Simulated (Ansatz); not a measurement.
`CN[BH][SnH3]` + NH₃ → `CNBN` + `[SnH4]` at 400 K and 1 bar (cleavage of the B–Sn bond).

Program: Ansatz. Geometries: PBE0-D4/def2-TZVP. ΔE: electronic, gas phase. CBS: MP2 limit from def2 TZ/QZ plus the TZ coupled-cluster correction, frozen cores. This one scheme is used for every species. def2 core potentials past Kr. For Sn outer-core shells are correlated without core-valence functions, which leaves a few kJ/mol of doubt a bond. One conformer a species, not always the lowest.

```
       species  CCSD(T)/CBS energy (Eh)  H − E (kJ/mol)  S (J/(mol·K))
`CN[BH][SnH3]`               -336.39466           266.8          391.9
           NH₃                -56.50880           104.2          203.1
        `CNBN`               -176.54095           277.6          332.5
      `[SnH4]`               -216.39156            85.2          244.6
```

H − E and S are ideal-gas, rigid-rotor, harmonic terms from PBE0-D4/def2-TZVP, for one conformer and one mirror image of each species. 1 Eh = 2625.50 kJ/mol, R = 8.31446 J/(mol·K).

Task: By hand: ΔE, ΔH, ΔS and ΔG.

Result: ΔE = (-176.54095) + (-216.39156) − (-336.39466) − (-56.50880) = -0.02905 Eh = -76.3 kJ/mol. Δ(H − E) = 277.6 + 85.2 − 266.8 − 104.2 = -8.2, so ΔH = -84.5 kJ/mol. ΔS = 332.5 + 244.6 − 391.9 − 203.1 = -17.9 J/(mol·K). ΔG = -84.5 − 400 × (-17.9)/1000 = -77.3 kJ/mol.

Task: By hand: the equilibrium constant, and the temperature at which ΔG would vanish if ΔH and ΔS stayed fixed.

Result: log₁₀ K = −ΔG/(RT ln 10) = 10.1. ΔG = 0 at ΔH/ΔS = 4721 K, far beyond where these terms or the molecules hold.

ΔH outweighs TΔS. A doubt of 5 kJ/mol in ΔE shifts log₁₀ K by 0.7 here. Other conformers and mirror images would add mixing entropy, several J/(mol·K) or more a flexible species. These are equilibria of isolated gas molecules and say nothing of rates. Largest T1 diagnostic: 0.014 (customary marks: 0.02 for closed shells, 0.045 for open ones).
